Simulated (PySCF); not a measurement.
3-ethenylsiletane (C5H10Si), SMILES C(C1C[SiH2]C1)=C. Heavy atoms are numbered as in [CH2:1]=[CH:2][CH:3]1[CH2:4][SiH2:5][CH2:6]1. Hydrogens are named by the atom that carries them.

The structure is a stationary point at PBE0-D3(BJ)/def2-SVP. One conformer was computed; it need not be the lowest.

All values below come from PySCF with PBE/def2-TZVP.

ESP charges are fitted to the potential on shells at 1.4 to 2.0 van der Waals radii. Atomic charges (e), one atom of each kind:

```tsv
atom	Löwdin	ESP fit	meta-Löwdin
C1 (CH2)	-0.22	-0.47	-0.28
C2 (CH)	-0.19	-0.23	-0.10
C3 (CH)	-0.27	0.41	-0.06
C4 (CH2)	[?]	-0.55	-0.44
Si5 (SiH2)	[?]	0.39	0.56
H on C1	[?]	0.18	0.12
H on C2	[?]	0.15	0.11
H on C3	0.16	0.05	0.11
H on C4	0.14	0.16	0.12
H on Si5	[?]	-0.09	-0.09
```

**Question.** What belongs in the gaps? (Estimate from the structure and the level; the computed values follow.)

**Answer.** 
- C4 (CH2), Löwdin: -0.32
- Si5 (SiH2), Löwdin: 0.28
- H on C1, Löwdin: 0.12
- H on C2, Löwdin: 0.14
- H on Si5, Löwdin: -0.04

Computed Mayer and Wiberg (Löwdin basis) orders of the bonds:
```
bond    Mayer  Wiberg
------  -----  ------
C1–C2    1.97    2.17
C2–C3    0.98    1.20
C3–C4    0.96    1.13
C4–Si5   1.01    1.11
C3–C6    0.96    1.13
Si5–C6   1.01    1.11
```
